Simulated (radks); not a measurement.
Charge is removed step by step from the 5s down level of Lu2+, starting from [Kr] 4d10 4f14 5s(up 1, down 1) 5p6 6s1. All-electron calculation, scalar-relativistic Kohn-Sham, PBEsol, spin-polarised, spherical densities, finite nucleus; open shells are filled with parallel spins first (spin-orbit coupling, left out, can overturn this in heavy ions); Fermi nuclear charge, rms radius 5.37 fm. Program: a radial shooting solver on a logarithmic mesh with Libxc functionals.

removed (e)  E - E(0) (eV)  eigenvalue (eV)  E minus straight line (eV)
0                    0.000          -78.369                       0.000
0.125                9.907          -80.256                      -0.841
0.25                20.051          -82.158                      -1.445
0.375               30.433          -84.074                      -1.810
0.5                 41.055          -86.004                      -1.935
0.625               51.920          -87.947                      -1.818
0.75                63.028          -89.902                      -1.458
0.875               74.381          -91.869                      -0.852
1                   85.981          -93.848                       0.000

Removing the whole electron costs 85.981 eV by Delta-SCF, against 78.369 eV from minus the eigenvalue at the starting occupation. Slater's transition state (half an electron removed) gives 86.004 eV. Integrating minus the eigenvalue over the occupation (Janak's theorem) gives 86.039 eV. In this scalar-relativistic scheme the density is built from large components alone, so the theorem holds only approximately. The mean slope of the eigenvalue, de/dn, is 15.5 eV per electron.
